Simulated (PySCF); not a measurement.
CH4ClFOSi. Atoms are numbered in the order given.

```xyz
9

O     -2.1677     0.9976     0.2803
C     -1.6062    -0.2041    -0.2433
Si     0.1654    -0.4225     0.3849
F      0.7303    -1.9069    -0.0150
Cl     1.4095     0.9971    -0.4576
H     -2.2908     0.8727     1.2395
H     -1.5908    -0.1064    -1.3495
H     -2.2176    -1.1143    -0.0219
H      0.2288    -0.2821     1.8756
```
Charge 0, spin multiplicity 1.

Geometry: PBE-D3(BJ)/def2-SVP. The structure was generated by enumeration; whether it is a known compound was not checked. The values are those of a single conformer.

Method: PySCF with SMD-M06-2X/def2-SVP.

Solvation free energies are E(SMD) − E(gas) at the gas-phase geometry, for 1 M in both phases. In vacuum the dipole moment is 2.32 D.

```
solvent   ΔG(solv) (kcal/mol)  its non-electrostatic (CDS) part  dipole (D)
--------  -------------------  --------------------------------  ----------
water                    -5.9                               3.2        3.04
toluene                  -4.1                              -1.6        2.59
n-hexane                  [?]                               [?]         [?]
```

Task: Complete the blanks. (Estimate from the structure and the level; the computed values follow.)

Result: 
- n-hexane, ΔG(solv) (kcal/mol): -3.5
- n-hexane, its non-electrostatic (CDS) part: -1.5
- n-hexane, dipole (D): 2.52
